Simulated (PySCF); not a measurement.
SMILES C[SiH2][SiH2]c1ccco1 at its GFN2-xTB optimised geometry (Å):

```
18

C     -3.5575    -2.0526     0.9588
Si    -2.0988    -0.8501     1.1601
Si    -0.2588    -1.6468     0.0009
C      1.0522    -0.3084     0.0000
C      2.4202    -0.3084     0.0000
C      2.8320     1.0431     0.0000
C      1.6854     1.7767     0.0008
O      0.6110     0.9757     0.0019
H     -4.4356    -1.7057     1.4953
H     -3.8357    -2.1654    -0.0854
H     -3.3105    -3.0398     1.3392
H     -2.5494     0.4707     0.6972
H     -1.8419    -0.7089     2.6036
H     -0.5322    -1.9908    -1.4059
H      0.3964    -2.8351     0.5678
H      3.0501    -1.1746     0.0002
H      3.8357     1.4169    -0.0002
H      1.5119     2.8351     0.0007
```

Method: PBE/def2-SVP run with PySCF 2.14.0. Cells within 0.4 Å of a nucleus heavier than hydrogen are left out (blank, or x).

Map of the deformation density (molecule minus spherical neutral atoms) (e/bohr³) on the plane z = 0.0 Å:

```
|22222222222222222222222222222|
|22222222222222222222222222222|
|22222222222222222222222222222|
|22222222222222222222222222222|
|22222222222222222222222222222|
|22222222222222222222222222222|
|22222222222222222112222222222|
|22222222222222222332222222222|
|22222222222222222793122222222|
|222222222222222115x2112222222|
|222222222222222123x8424312222|
|222222222222224xx638xx9722222|
|222222222222224xx102xx4322222|
|22222222222222126102852222222|
|2222222222222211xx65x31222222|
|2222222222222224xx9xx42222222|
|22222222122322366232793222222|
|2222222222233x243112462222222|
|2222243222232xx22222222222222|
|22223852222212232222222222222|
|22222332222212443222222222222|
|22222222222222332222222222222|
|22222222222222222222222222222|
|22222222222222222222222222222|
|22222222222222222222222222222|
|22222222222222222222222222222|
|22222222222222222222222222222|
|22222222222222222222222222222|
|22222222222222222222222222222|
```
Scale: ten equal steps from -0.036 (start of '0') to 0.097 (end of '9'), in the order '0123456789'; x runs from -6.00 to 6.00, y from -6.00 (bottom) to 6.00 (top).
